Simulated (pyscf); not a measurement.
Structures and frequencies: ωB97X-D3(BJ)/def2-SVP in PySCF.

Task: What is the homolytic dissociation enthalpy (298 K, ωB97M-D3(BJ)/def2-TZVP) of the I–W bond of F–W(F)(F)(F)(F)–I, to [F–W(F)(F)(F)–F]• + I•?

Result: I–W to [F–W(F)(F)(F)–F]• + I•: 37.9 kcal/mol. The 7 functionals that were run give +33.5 (M06-2X) to +57.9 kcal/mol (PBE). The radicals are drawn with the spin at the cut bond; how far it spreads was not checked. Left out: the spin-orbit lowering of I, which is large for Br, Se, Te and I. Open-shell species with a d-block atom are single-reference here; other states, and whether the spin sits on metal or ligand, were not checked. Elements past Kr carry the def2 core potentials, without spin-orbit coupling.
